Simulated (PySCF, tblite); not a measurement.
Species: C2H11PSSi2.
Z-matrix (Å and degrees, GFN2-xTB geometry), rows numbered from 1:
```
C 
S   1  1.8142
C   2  1.8388  1  100.12
Si  3  1.9044  2  108.26  1   -84.73
Si  3  1.9090  2  107.34  1   149.36
P   5  2.2350  3  108.42  2    68.65
H   1  1.0861  2  109.77  3    59.07
H   1  1.0851  2  106.63  3   178.43
H   1  1.0871  2  109.52  3   -62.52
H   3  1.0898  2  105.35  1    34.79
H   4  1.4630  3  107.86  2   173.23
H   4  1.4586  3  108.18  2   -64.64
H   4  1.4666  3  108.64  2    55.06
H   5  1.4677  3  108.20  2  -174.80
H   5  1.4683  3  108.13  2   -56.36
H   6  1.3828  5   95.28  3  -157.72
H   6  1.3834  5   95.09  3   -64.51
```

Computed with CAM-B3LYP/def2-SVPD in PySCF (dipole) on a GFN2-xTB geometry, gas phase.

Take the most abundant isotopes and a rigid rotor. The values belong to one conformer with, in the numbering `[CH3:1][S:2][C@H:3]([SiH3:4])[SiH2:5][PH2:6]`, C1–S2–C3–Si4 -85°, S2–C3–Si5–P6 69°, C3–Si5–P6–H -158° and -65°.

Task: What are A, B and C (cm⁻¹)?

Result: Ia = 259.96, Ib = 550.61, Ic = 650.54 u·Å²; 505379 MHz·u·Å²/I gives 1944, 917.9 and 776.9 MHz, that is A = 0.06485, B = 0.03062, C = 0.02591 cm⁻¹.

Task: Classify the top.

Result: An asymmetric top. Ray's parameter κ = (2B − A − C)/(A − C) = -0.758; −1 is the prolate and +1 the oblate limit.

Task: What does the inertial defect say?

Result: Not planar: Δ = Ic − Ia − Ib = -160.03 u·Å². For a rigid frame Δ = −2 Σ m c², so Σ m c² = 80.01 u·Å² lies off the ab plane: 16.39 from hydrogen and 63.62 from heavier atoms. The atom farthest from that plane is 2.10 Å away.

Task: Give the other two planar moments, Paa and Pbb, and the rms extents of the mass along the axes.

Result: Paa = Σ m a² = (Ib + Ic − Ia)/2 = 470.60 and Pbb = Σ m b² = (Ia + Ic − Ib)/2 = 179.95 u·Å². With the mass M = 153.99 u, the rms extents √(P/M) along a, b and c are 1.75, 1.08, 0.72 Å.

Task: Give the coordinates in the principal-axis frame, origin at the centre of mass.

Result: The sense of each axis is arbitrary; atoms in the order of the calculation.
```json
{"atom": "C1", "mass (u)": "12.000", "a (Å)": "3.059", "b (Å)": "-0.824", "c (Å)": "0.003"}
{"atom": "S2", "mass (u)": "31.972", "a (Å)": "1.309", "b (Å)": "-1.000", "c (Å)": "0.450"}
{"atom": "C3", "mass (u)": "12.000", "a (Å)": "0.563", "b (Å)": "0.253", "c (Å)": "-0.671"}
{"atom": "Si4", "mass (u)": "27.977", "a (Å)": "0.670", "b (Å)": "1.953", "c (Å)": "0.179"}
{"atom": "Si5", "mass (u)": "27.977", "a (Å)": "-1.193", "b (Å)": "-0.353", "c (Å)": "-1.111"}
{"atom": "P6", "mass (u)": "30.974", "a (Å)": "-2.461", "b (Å)": "-0.238", "c (Å)": "0.726"}
{"atom": "H7", "mass (u)": "1.008", "a (Å)": "3.384", "b (Å)": "0.196", "c (Å)": "0.184"}
{"atom": "H8", "mass (u)": "1.008", "a (Å)": "3.611", "b (Å)": "-1.511", "c (Å)": "0.635"}
{"atom": "H9", "mass (u)": "1.008", "a (Å)": "3.195", "b (Å)": "-1.089", "c (Å)": "-1.043"}
{"atom": "H10", "mass (u)": "1.008", "a (Å)": "1.162", "b (Å)": "0.220", "c (Å)": "-1.580"}
{"atom": "H11", "mass (u)": "1.008", "a (Å)": "0.225", "b (Å)": "2.964", "c (Å)": "-0.781"}
{"atom": "H12", "mass (u)": "1.008", "a (Å)": "-0.158", "b (Å)": "1.915", "c (Å)": "1.379"}
{"atom": "H13", "mass (u)": "1.008", "a (Å)": "2.069", "b (Å)": "2.212", "c (Å)": "0.535"}
{"atom": "H14", "mass (u)": "1.008", "a (Å)": "-1.761", "b (Å)": "0.568", "c (Å)": "-2.103"}
{"atom": "H15", "mass (u)": "1.008", "a (Å)": "-1.081", "b (Å)": "-1.694", "c (Å)": "-1.698"}
{"atom": "H16", "mass (u)": "1.008", "a (Å)": "-3.391", "b (Å)": "-1.168", "c (Å)": "0.297"}
{"atom": "H17", "mass (u)": "1.008", "a (Å)": "-1.742", "b (Å)": "-1.186", "c (Å)": "1.431"}
```

Task: Where do the levels up to J = 4 lie, in MHz?

Result: Above 0(0,0):
J = 1: 1(0,1) 1695, 1(1,1) 2721, 1(1,0) 2862
J = 2: 2(0,2) 5071, 2(1,2) 5969, 2(1,1) 6392, 2(2,1) 9471, 2(2,0) 9484
J = 3: 3(0,3) 10101, 3(1,3) 10834, 3(1,2) 11679, 3(2,2) 14555, 3(2,1) 14622, 3(3,1) 20047, 3(3,0) 20047
J = 4: 4(0,4) 16752, 4(1,4) 17306, 4(1,3) 18710, 4(2,3) 21323, 4(2,2) 21519, 4(3,2) 26850, 4(3,1) 26856, 4(4,1) 34505, 4(4,0) 34505
The levels of one J sum to (2J + 1)J(J + 1)(A + B + C)/3.

Task: Predict some low-J microwave lines.

Result: The dipole components are |μa| = 1.36 D, |μb| = 0.10 D, |μc| = 1.20 D. Intensities carry the squares of the components, which stand as 1.00 : 0.00 : 0.79 (a : b : c). Some lines, for components of 0.1 D or more:

| type | branch | J(Ka,Kc) | MHz | lower level (cm⁻¹) |
| --- | --- | --- | --- | --- |
| c | Q | 5(1,5) ← 5(0,5) | 391 | 0.833 |
| a | Q | 2(1,1) ← 2(1,2) | 423 | 0.199 |
| a | Q | 5(2,3) ← 5(2,4) | 435 | 0.993 |
| c | Q | 4(1,4) ← 4(0,4) | 554 | 0.559 |
| a | Q | 5(1,4) ← 5(1,5) | 2092 | 0.846 |
| c | Q | 5(2,4) ← 5(1,4) | 2299 | 0.916 |
| a | R | 2(1,2) ← 1(1,1) | 3248 | 0.091 |
| a | R | 2(1,1) ← 1(1,0) | 3530 | 0.095 |
| a | R | 3(1,3) ← 2(1,2) | 4865 | 0.199 |
| a | R | 3(2,2) ← 2(2,1) | 5084 | 0.316 |
| c | Q | 5(3,3) ← 5(2,3) | 5160 | 1.007 |
| a | R | 4(3,1) ← 3(3,0) | 6809 | 0.669 |
| c | Q | 5(4,2) ← 5(3,2) | 7623 | 1.180 |
| a | R | 5(2,4) ← 4(2,3) | 8443 | 0.711 |
| a | R | 5(3,2) ← 4(3,1) | 8529 | 0.896 |
| c | R | 3(2,2) ← 2(1,2) | 8586 | 0.199 |
| c | R | 4(1,3) ← 3(0,3) | 8609 | 0.337 |
| c | R | 4(2,3) ← 3(1,3) | 10489 | 0.361 |
| c | R | 3(3,0) ← 2(2,0) | 10563 | 0.316 |
| c | R | 3(3,1) ← 2(2,1) | 10576 | 0.316 |
| c | R | 5(1,4) ← 4(0,4) | 10716 | 0.559 |
| c | R | 5(3,3) ← 4(2,3) | 14039 | 0.711 |
| c | R | 5(4,2) ← 4(3,2) | 16158 | 0.896 |

Task: Estimate the classical rotational partition function at 25 K, 50 K and 200 K.

Result: Point group C1, symmetry number σ = 1; q = (√π/σ)·√((kT/h)³/(ABC)), k/h = 20836.6 MHz/K: 17900 at 25 K, 50600 at 50 K, 405000 at 200 K.

Its GFN2-xTB frequencies are all real (lowest 39 cm⁻¹). No vibrational averaging or centrifugal distortion is included, and the geometry carries the error of its method. A rigid rotor knows nothing of internal rotation, which can split or shift real lines.

Hardware: one thread, Arm Neoverse V1 (aarch64), no GPU, shared host with 32 logical CPUs at a one-minute load of 23. Cost: 75 s (grids of density and orbitals included), 1.0 GiB resident at most. This is the CAM-B3LYP/def2-SVPD job that gave the dipole, with the excitations it also computed.
